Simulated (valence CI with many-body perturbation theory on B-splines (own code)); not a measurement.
# E1 line list for Pd¹⁴⁺

Calculated by valence CI with perturbative core correlation (CI+MBPT): four valence electrons over a frozen Dirac-Fock core [Ar] 3d10, a basis of 11 s, 11 p, 9 d, 7 f, 5 g, 2 h, 1 i functions for each j, with the one-electron correlation potential Σ1 (screened to all orders), the two-electron term Σ2, the three-electron term Σ3, Breit, model QED; selected single and double excitations, second order for the rest (own B-spline code, finite nucleus).

No measured spectrum was set against this ion. As an estimate, levels hold to about 250 cm⁻¹ or 0.2 % of their energy and the worst to 1 %, as in measured heavy ions of charge 2 to 7; those with d or f electrons hold less well.

Lines 151 to 200 of 229 in falling wavelength, among levels below 943400 cm⁻¹, chosen from the strongest by gf and those to the six lowest levels. Wavelengths and rates use the calculated energies, so an error of 900 cm⁻¹ moves a line at 191.8 Å by 0.17 % and its rate by three times that or more. Electric multipoles are in the length gauge, E1 and E2 with the static RPA response of the core. Weak lines are less certain than strong ones. Lines between different terms over intervals too small for the method are left out, as are lines whose strength nearly cancels. The highest levels of a list are the least certain.

Names give the largest LS component (configuration and term), which can be under half, so a name can repeat, a term be missing and a line seem to break the LS rules; names also repeat where a configuration has a term twice. Letters in brackets count levels of one name in rising energy.

```csv
λ vac (Å),Upper,Lower,A (s⁻¹),log gf,Branch %
191.8,4s.4p2.4d 3F_3 [c],4s.4p3 3P°_2,1.49e+10,-0.24,9.1
191.5,4s2.4p.4d 3P°_2,4s2.4p2 3P_1,5.50e+10,0.18,54.0
190.7,4s.4p2.4d 3P_1 [b],4s.4p3 3P°_1,5.73e+10,-0.03,54.6
190.6,4s.4p2.4d 3D_2 [c],4s.4p3 3P°_2,3.04e+10,-0.08,27.8
190.2,4s2.4p.4d 1P°_1,4s2.4p2 1S_0,1.22e+11,0.30,97.0
189.8,4s.4p2.4d 3D_3 [a],4s.4p3 3D°_3,2.50e+10,-0.02,48.1
188.9,4s.4p2.4d 3F_2 [a],4s.4p3 5S°_2,1.19e+09,-1.50,14.2
188.7,4s.4p2.4d 3P_1 [b],4s.4p3 3P°_0,2.46e+10,-0.40,23.5
187.8,4s.4p2.4d 3P_1 [c],4s.4p3 3P°_2,4.18e+10,-0.18,35.7
187.7,4s2.4p.4d 3D°_1,4s2.4p2 3P_1,1.50e+10,-0.63,9.5
187.4,4s.4p2.4d 3F_2 [b],4s.4p3 3D°_1,3.07e+10,-0.09,50.5
187.1,4s.4p2.4d 1G_4,4s.4p3 3D°_3,1.43e+10,-0.17,75.4
186.9,4s.4p2.4d 3P_2 [b],4s.4p3 3P°_2,3.96e+10,0.02,33.2
186.9,4s.4p2.4d 3D_3 [b],4s.4p3 3D°_3,2.37e+10,-0.06,24.7
186.0,4s.4p2.4d 3D_3 [c],4s.4p3 3P°_2,2.45e+10,-0.05,52.8
185.5,4s.4p2.4d 3P_0 [a],4s.4p3 3D°_1,2.79e+10,-0.84,36.0
185.1,4s.4p2.4d 3P_2 [b],4s.4p3 3P°_1,3.13e+10,-0.09,26.3
184.7,4s.4p2.4d 3D_3 [a],4s.4p3 3D°_2,7.03e+09,-0.60,13.5
184.1,4s.4p2.4d 3D_2 [a],4s.4p3 3D°_3,2.38e+10,-0.22,20.7
184.0,4s.4p2.4d 3P_1 [c],4s.4p3 3P°_0,1.69e+10,-0.59,14.4
183.9,4s.4p2.4d 3D_1 [a],4s.4p3 3D°_2,3.11e+10,-0.32,55.6
183.7,4s2.4p.4d 1D°_2,4s2.4p2 3P_2,2.95e+10,-0.13,24.2
183.7,4s.4p2.4d 3F_3 [a],4s.4p3 5S°_2,1.73e+10,-0.21,77.3
181.9,4s.4p2.4d 3D_3 [b],4s.4p3 3D°_2,4.28e+10,0.17,44.5
181.1,4s.4p2.4d 3F_3 [b],4s.4p3 3D°_3,5.65e+10,0.29,61.2
180.9,4s2.4p.4d 1F°_3,4s2.4p2 1D_2,1.49e+11,0.71,80.4
180.8,4s.4p2.4d 3P_2 [a],4s.4p3 5S°_2,2.16e+08,-2.28,0.3
179.6,4s.4p2.4d 5P_3,4s.4p3 5S°_2,1.14e+11,0.59,93.4
179.5,4s2.4p.4d 3P°_1,4s2.4p2 3P_2,2.57e+10,-0.43,19.5
179.4,4s2.4p.4d 1D°_2,4s2.4p2 3P_1,6.57e+10,0.20,53.9
179.3,4s.4p2.4d 3D_2 [a],4s.4p3 3D°_2,7.09e+10,0.23,61.7
179.0,4s2.4p.4d 3D°_3,4s2.4p2 3P_2,1.38e+11,0.67,86.7
177.9,4s2.4p.4d 1P°_1,4s2.4p2 1D_2,6.87e+07,-3.01,0.1
177.9,4s.4p2.4d 3D_1 [b],4s.4p3 3D°_1,3.63e+10,-0.29,39.7
177.7,4s.4p2.4d 3D_1 [c],4s.4p3 3D°_2,2.22e+10,-0.50,20.5
177.6,4s.4p2.4d 5P_2,4s.4p3 5S°_2,1.46e+11,0.54,97.8
177.6,4s2.4p.4d 3D°_2,4s2.4p2 3P_2,3.99e+10,-0.03,29.7
177.5,4s.4p2.4d 3F_3 [c],4s.4p3 3D°_3,1.34e+10,-0.35,8.2
176.8,4s2.4p.4d 3P°_0,4s2.4p2 3P_1,1.10e+11,-0.29,100.0
176.7,4s.4p2.4d 5P_1,4s.4p3 5S°_2,1.42e+11,0.30,95.9
176.5,4s.4p2.4d 3F_3 [b],4s.4p3 3D°_2,1.60e+10,-0.28,17.4
176.0,4s.4p2.4d 3D_1 [c],4s.4p3 3D°_1,2.73e+10,-0.42,25.2
175.9,4s.4p2.4d 3D_2 [b],4s.4p3 3D°_2,1.13e+10,-0.58,13.0
175.5,4s2.4p.4d 3D°_1,4s2.4p2 3P_0,1.37e+11,0.28,87.5
175.3,4s2.4p.4d 3P°_1,4s2.4p2 3P_1,8.51e+10,0.07,64.7
174.3,4s.4p2.4d 3D_2 [b],4s.4p3 3D°_1,8.40e+09,-0.72,9.6
174.0,4s.4p2.4d 3P_0 [b],4s.4p3 3D°_1,4.37e+10,-0.70,36.6
173.9,4s.4p2.4d 3P_1 [a],4s.4p3 5S°_2,1.38e+10,-0.73,15.9
173.6,4s.4p2.4d 3F_2 [c],4s.4p3 3D°_2,1.27e+10,-0.54,8.9
173.5,4s2.4p.4d 3D°_2,4s2.4p2 3P_1,2.69e+10,-0.22,20.0
```
